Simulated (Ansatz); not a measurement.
A run for Ansatz (an electronic-structure program): R-BLYP/def2-TZVPP on CH3BrSi (SMILES C[Si]Br), a point of a torsion scan.

Ansatz 0.2 input:
```yaml
crystal:
  periodic: [false, false, false]
  atoms:
    - {symbol: C, position_ang: [-0.62252111, -0.00875898, -0.01268769]}
    - {symbol: Si, position_ang: [0.88482981, 1.16931036, -0.08731778]}
    - {symbol: Br, position_ang: [2.54906683, -0.42331855, -0.11379741]}
    - {symbol: H, position_ang: [-0.77472722, -0.36242775, 1.00792075]}
    - {symbol: H, position_ang: [-1.53574669, 0.50346758, -0.31201092]}
    - {symbol: H, position_ang: [-0.50541167, -0.88460036, -0.65142436]}
basis:
  gaussian:
    orbitals: def2-TZVPP
hamiltonian:
  xc: {name: BLYP}
scf: {lower_state_search: off}
```

The log:

```
WARN ansatz: RAYON_NUM_THREADS=1 ignored (pool sized by the plan → 1); use --threads N
Functional definition: BLYP
these checks for a lower state are left out or cut short: stability, starts, cluster_reference, orbital_swaps, neighbouring_geometries, increment
integrals: 0.08 GiB planned
1021 factors; their error is unknown
mean field: 0.54 GiB planned
mean field evaluation 1: about -79000.3941 eV, gradient 6.8e1 eV
mean field evaluation 2: about -78969.4932 eV, gradient 1.1e2 eV
mean field evaluation 4: about -79010.6311 eV, gradient 9.9e0 eV
mean field evaluation 8: about -79010.9049 eV, gradient 8.1e-2 eV
mean field evaluation 16: about -79010.8586 eV, gradient 1.2e-4 eV
mean field -79010.85862767 eV, -2903.5954990835 hartree, gradient 2.3e-6 eV, S^2 0.000000; 0 other end points of the search recorded, 0 dependent functions left out
reference -79010.85894483 eV, -2903.5955107387 hartree; 29, 29 occupied and 134, 134 virtual orbitals, 1021 factors
Total energy: -79010.85894483 eV, -2903.5955107387 hartree
Checks for a lower state left out: stability, starts, cluster_reference, orbital_swaps, neighbouring_geometries, increment
```

The run converged.

Cost: very roughly 1.2 core-seconds.
